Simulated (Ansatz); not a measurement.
AlH₂Br. Total charge 0; triplet. Geometry B3LYP-D4/def2-TZVP, that of the neutral singlet; atoms count from 1.

```xyz
4

Al    0.057    0.182   -0.069
H     1.595    0.444   -0.240
H    -1.069    1.226   -0.391
Br   -0.584   -1.852    0.701
```

At PBE0-D4/def2-TZVP a singlet of charge 0 lies 4.81 eV below the triplet at the same geometry.

(1) Estimate the Mulliken populations from the PBE0/def2-TZVP orbitals of Ansatz.

(2) Where does the spin sit?

(3) And the Mayer bond orders between bonded heavy atoms (over 0.3)?

Answers

(1) 
```csv
atom,charge (e),spin (α − β)
Al1,-0.06,1.07
H2,0.05,0.26
H3,0.05,0.26
Br4,-0.04,0.42
```
Mulliken values and Mayer orders depend strongly on the basis.

(2) Summed by element: Al 1.07, H 0.51, Br 0.42, of 2 unpaired in all. Largest on single atoms: Al1 1.07, Br4 0.42, H2 0.26.

(3) Al1–Br4 1.07 (2.27 Å).
